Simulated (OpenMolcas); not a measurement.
Rh3+: moving the ligands

Rh3+ with 6 ligands (chloride) in trigonal prismatic coordination (D3h) at 2.42 Å, a polar angle of 50.1° against the regular 49.1°. A charge of +0.5 e stands 3.2 Å behind each ligand. Ligand basis ANO-RCC-VDZP.

```yaml
Program: OpenMolcas
Method: "SS-CASPT2, IPEA 0.25 Eh, imaginary shift 0.1 Eh (closed shells correlated: 4s 4p and the ligand valence shells)"
Basis: ANO-RCC-VDZP [6s5p3d1f]
Scalar_Hamiltonian: DKH2, point nucleus
Active_space: 6 electrons in 5 orbitals (4d)
State_averaging: 2S+1 = 5 even, 5 roots; 2S+1 = 3 even, 45 roots; 2S+1 = 1 even, 50 roots
Spin-orbit_coupling: state interaction with AMFI integrals over the reference wave functions
```

Runs around this geometry, states (labels of D3, the rotations of D3h). Energies in cm-1 above the lowest state or level, χT in cm3 K/mol.

```
R (Å)  Polar angle / regular  Ground state  First state of that spin  First gap with spin-orbit (degeneracies)  χT at 300 K  First state of another spin
 2.33                   1.02           1A1                  1A2 6790                               3600 (1, 2)        0.050                      3E 4750
 2.42                   1.02           1A1                  1A2 4860                               1840 (1, 2)        0.081                      3E 2860
 2.42                  1.071           1A1                  1A2 4780                               1700 (1, 2)        0.085                      3E 2720
```

Taking the first state of the same spin as R^-n, n = -ln(4860 / 6790) / ln(2.42 / 2.33) = 8.8 between the shortest and longest distance.

Roots that are degenerate in the reference are averaged as groups; the widest CASPT2 spread within a group is 550 cm-1 (the 2-fold group of multiplicity 1 near 54500 cm-1 above the lowest state of its run, R = 2.42, ratio = 1.071). Shifts and gaps below about the spread of the groups concerned are not significant. Over all roots computed the reference weight is 0.61 to 0.65 in R = 2.33 in ratio = 1.02, 0.61 to 0.65 in R = 2.42 in ratio = 1.02, 0.61 to 0.65 in R = 2.42 in ratio = 1.071; a low but even weight reflects the number of correlated electrons. This shell can be high or low spin here, a state of another spin lies low, and with metal d orbitals alone active their balance is uncertain, so the ground spin may be wrong, although the usual error favours high spin. Ligand-to-metal charge-transfer states are missing. With no ligand orbital active B as a rule stays too high, so bands that hang on it stand too high and its fall with covalency is understated. The least metal-like active orbital is 71 % on the metal (Löwdin) and no ligand orbital is active, so the numbers are rough (holds for R = 2.33, ratio = 1.02). The least metal-like active orbital is 74 % on the metal (Löwdin) and no ligand orbital is active, so the numbers are rough (holds for R = 2.42, ratio = 1.02; R = 2.42, ratio = 1.071). No measured value stands beside these numbers; the geometry was imposed, not optimised, and the real ion may take another.
